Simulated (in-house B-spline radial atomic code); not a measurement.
Inner levels of germanium as electrons are removed. A shift is the extra binding of the orbital against the neutral atom ([Ar] 3d10 4s2 4p2). The density at the nucleus is averaged over the nuclear charge. Computed with a radial B-spline atomic code at the basis-set limit: Dirac-Hartree-Fock, average of the configuration, finite nuclei.

```csv
ion,configuration,shift of 2p1/2 (eV),shift of 2p3/2 (eV),shift of 1s1/2 (eV),radius of 2p1/2 (bohr),radius of 2p3/2 (bohr),radius of 1s1/2 (bohr),Σ<r²> (bohr²),change of density at nucleus (bohr⁻³)
Ge,[Ar] 3d10 4s2 4p2,0,0,0,0.18119,0.18473,0.046978,41.762,-
Ge+,[Ar] 3d10 4s2 4p1,?,?,?,?,?,?,?,?
Ge2+,[Ar] 3d10 4s2,19.949,19.946,20.162,0.18119,0.18473,0.046978,19.819,7.2882
Ge3+,[Ar] 3d10 4s1,33.919,33.915,34.358,0.18119,0.18473,0.046977,14.669,-8.3814
Ge4+,[Ar] 3d10,49.161,49.154,49.898,0.18118,0.18472,0.046977,10.473,-29.262
Ge5+,[Ar] 3d9,79.423,79.429,79.496,0.18115,0.18469,0.046978,9.1885,-21.58
Ge6+,[Ar] 3d8,112.58,112.59,111.95,0.1811,0.18463,0.04698,8.1154,-12.22
Ge7+,[Ar] 3d7,148.49,148.51,147.15,0.18103,0.18455,0.046981,7.1985,-1.2353
Ge8+,[Ar] 3d6,187.05,187.07,185.02,0.18093,0.18445,0.046983,6.4018,11.333
Ge9+,[Ar] 3d5,?,?,?,?,?,?,?,?
Ge10+,[Ar] 3d4,271.79,271.79,268.53,0.18066,0.18415,0.046986,5.0785,41.09
Ge11+,[Ar] 3d3,317.86,317.84,314.09,0.18048,0.18396,0.046988,4.5214,58.239
Ge12+,[Ar] 3d2,366.32,366.27,362.16,0.18027,0.18373,0.04699,4.0196,76.881
Ge13+,[Ar] 3d1,417.14,417.05,412.7,0.18003,0.18348,0.046993,3.5653,97.013
Ge14+,[Ne] 3s2 3p6,?,?,?,?,?,?,?,?
Ge15+,[Ne] 3s2 3p5,522.79,522.55,523.69,0.17975,0.18318,0.046989,2.7333,145.03
Ge16+,[Ne] 3s2 3p4,576.77,576.42,583.54,0.17945,0.18286,0.046982,2.3378,172.57
Ge17+,[Ne] 3s2 3p3,632.2,631.72,645.25,0.17912,0.18252,0.046974,1.9637,201.27
Ge18+,[Ne] 3s2 3p2,689.06,688.44,708.81,0.17877,0.18215,0.046966,1.6096,231.12
Ge19+,[Ne] 3s2 3p1,747.34,746.58,774.23,0.17841,0.18177,0.046958,1.274,262.13
Ge20+,[Ne] 3s2,807.04,806.12,841.49,0.17802,0.18136,0.046949,0.95574,294.3
Ge21+,[Ne] 3s1,866.27,865.22,906.88,0.17766,0.18099,0.046947,0.64128,-9.8016
Ge22+,[He] 2s2 2p6,926.66,925.46,973.75,0.17729,0.1806,0.046943,0.34018,-331.1
Ge23+,[He] 2s2 2p5,1055.41,1053.32,1142.73,0.17467,0.17789,0.046895,0.29269,-237.5
```

(1) Fill in the row of Ge+.

(2) Fill in the row of Ge9+.

(3) Fill in the row of Ge14+.

Answers

(1) shift of 2p1/2 (eV): 9.0192; shift of 2p3/2 (eV): 9.0188; shift of 1s1/2 (eV): 9.0863; radius of 2p1/2 (bohr): 0.18119; radius of 2p3/2 (bohr): 0.18473; radius of 1s1/2 (bohr): 0.046978; Σ<r²> (bohr²): 28.498; change of density at nucleus (bohr⁻³): 3.2238.

(2) shift of 2p1/2 (eV): 228.17; shift of 2p3/2 (eV): 228.18; shift of 1s1/2 (eV): 225.49; radius of 2p1/2 (bohr): 0.18081; radius of 2p3/2 (bohr): 0.18431; radius of 1s1/2 (bohr): 0.046984; Σ<r²> (bohr²): 5.701; change of density at nucleus (bohr⁻³): 25.448.

(3) shift of 2p1/2 (eV): 470.26; shift of 2p3/2 (eV): 470.13; shift of 1s1/2 (eV): 465.71; radius of 2p1/2 (bohr): 0.17976; radius of 2p3/2 (bohr): 0.18318; radius of 1s1/2 (bohr): 0.046995; Σ<r²> (bohr²): 3.1522; change of density at nucleus (bohr⁻³): 118.63.
